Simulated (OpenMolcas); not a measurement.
Fe4+ among 3 point charges of -3 e arranged as a planar triangle (D3h).

```
Program             : OpenMolcas 26.06
Method              : SS-CASPT2, IPEA 0.25 Eh, imaginary shift 0.1 Eh (closed shells correlated: 3s 3p)
Basis               : ANO-RCC-VDZP [5s4p2d1f]
Scalar Hamiltonian  : DKH2, point nucleus
Active space        : 4 electrons in 5 orbitals (3d)
State averaging     : 2S+1 = 5 even, 5 roots; 2S+1 = 3 even, 45 roots; 2S+1 = 1 even, 50 roots
Spin-orbit coupling : state interaction with AMFI integrals over the reference wave functions
```

All point charges move together. At R = 1.72 Å the first state of the same spin is 12900 cm-1, and at R = 1.82 Å it is 10870 cm-1.

Task: A third run gives 17330 cm-1. What distance was it run at?

Result: With a power law R^-n the two known points give n = -ln(10870 / 12900) / ln(1.82 / 1.72) = 3.03. Then R = 1.72 × (12900 / 17330)^(1/3.03) = 1.560 Å. The run was at 1.56 Å, so the estimate is off by 0 Å.

Roots that are degenerate in the reference are averaged as groups; the widest CASPT2 spread within a group is 140 cm-1 (the 2-fold group of multiplicity 5 near 0 cm-1 above the lowest state of its run, R = 1.56). Shifts and gaps below about the spread of the groups concerned are not significant. An orbital doublet at a regular site is open to a Jahn-Teller distortion, which this geometry leaves out. Point charges give a weaker field than real ligands, and real ions of this kind are often low spin; the high spin found here belongs to the model. Free-ion shares, where given, are those of the reference states; single-state CASPT2 does not remix them. Point charges carry no covalency, so the field is a model and not that of real ligands. No measured value stands beside these numbers.
